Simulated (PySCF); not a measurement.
# Two probes of the same atoms: core binding energy and nuclear shielding

Compound: C7H13NSi.
Numbering: `[CH2:1]=[C:2]([CH3:3])/[CH:4]=[N:5]\[SiH2:6][C:7](=[CH2:8])[CH3:9]`

Binding energies: PySCF, delta-SCF UKS SCAN, pcX-2 on the ionised atom, pcseg-1 elsewhere, spin-free X2C. Shieldings: GIAO PBE0/pcSseg-1, non-relativistic, same geometry.

```json
{"atom": "C1", "isotropic shielding (ppm)": "57.2"}
{"atom": "C2", "isotropic shielding (ppm)": "36.0"}
{"atom": "C3", "isotropic shielding (ppm)": "162.6"}
{"atom": "C4", "isotropic shielding (ppm)": "0.1"}
{"atom": "C7", "isotropic shielding (ppm)": "34.8"}
{"atom": "C8", "isotropic shielding (ppm)": "46.9"}
{"atom": "C9", "isotropic shielding (ppm)": "160.0"}
```

**Question.** What are the C 1s binding energies of these atoms?

**Answer.** 
```csv
atom,environment,C 1s (eV),isotropic shielding (ppm)
C8,terminal =CH2 carbon,289.84,46.9
C7,fully substituted alkene carbon,289.90,34.8
C1,terminal =CH2 carbon,290.11,57.2
C9,allylic carbon,290.66,160.0
C2,fully substituted alkene carbon,290.74,36.0
C3,allylic carbon,291.00,162.6
C4,C=N carbon,291.74,0.1
```

**Question.** Among the listed atoms, is the one with the highest binding energy also the least shielded?

**Answer.** Yes: C4 has both (291.74 eV, 0.1 ppm).

Over these 7 sites the two quantities correlate at r = 0.03. By binding energy: C8 < C7 < C1 < C9 < C2 < C3 < C4. By shielding: C4 < C7 < C2 < C8 < C1 < C9 < C3.

The unrestricted hole states depart most from a pure doublet (⟨S²⟩ = 0.75; over 0.85 named) for C 1s of C2 (0.85) and C 1s of C4 (0.89), which makes these values less certain. Isolated species at its PBE0-D3(BJ)/def2-SVP geometry (one conformer only).

Conformer computed: `[CH2:1]=[C:2]([CH3:3])/[CH:4]=[N:5]\[SiH2:6][C:7](=[CH2:8])[CH3:9]`: C1–C2–C4–N5 -38°, C4–N5–Si6–C7 98°, N5–Si6–C7–C8 -1°.
